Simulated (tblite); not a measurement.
Isomers of C8H6FN. All values are computed: GFN2-xTB (tblite) harmonic vibrations without scaling, gas phase. Against measured fundamentals such values can be off by several per cent, at times by over 20. One conformer each.

Electronic energies: GFN2-xTB at the same geometries; isomer energies are rough at this level and their order can be wrong.

```json
{"SMILES": "Fc1ccc2ccccn12", "electronic energy, lowest = 0 (kJ/mol)": "0.0"}
{"SMILES": "N#CC1=C[C@@H]2C=C[C@H]1[C@H]2F", "electronic energy, lowest = 0 (kJ/mol)": "234.3"}
{"SMILES": "Fc1[nH]cc2ccccc12", "electronic energy, lowest = 0 (kJ/mol)": "22.3"}
```

How do GFN2-xTB zero-point energies change the relative energies?

| SMILES | ZPE (kJ/mol) | of it from modes above 1550 cm⁻¹ | electronic (kJ/mol) | with ZPE, lowest = 0 (kJ/mol) | lowest mode (cm⁻¹) | rings |
| --- | --- | --- | --- | --- | --- | --- |
| Fc1ccc2ccccn12 | 309.2 | 131.5 | 0.0 | 0.0 | 154 | 2 |
| Fc1[nH]cc2ccccc12 | 309.5 | 142.0 | 22.3 | 22.6 | 156 | 2 |
| N#CC1=C[C@@H]2C=C[C@H]1[C@H]2F | 306.5 | 144.5 | 234.3 | 231.6 | 101 | 2 |

The zero-point energies span 3.0 kJ/mol, from `N#CC1=C[C@@H]2C=C[C@H]1[C@H]2F` to `Fc1[nH]cc2ccccc12`. The order is unchanged.

What do entropy and thermal enthalpy add at 298.15 K and 1 bar (rigid rotor, harmonic oscillator, one conformer each)?

| SMILES | point group | symmetry number | S (J/(mol K)) | H − H(0) (kJ/mol) | ZPE + H − H(0) − TS (kJ/mol) |
| --- | --- | --- | --- | --- | --- |
| Fc1ccc2ccccn12 | Cs | 1 | 352.7 | 21.70 | 225.7 |
| Fc1[nH]cc2ccccc12 | Cs | 1 | 354.0 | 21.92 | 225.8 |
| N#CC1=C[C@@H]2C=C[C@H]1[C@H]2F | C1 | 1 | 361.4 | 22.57 | 221.3 |
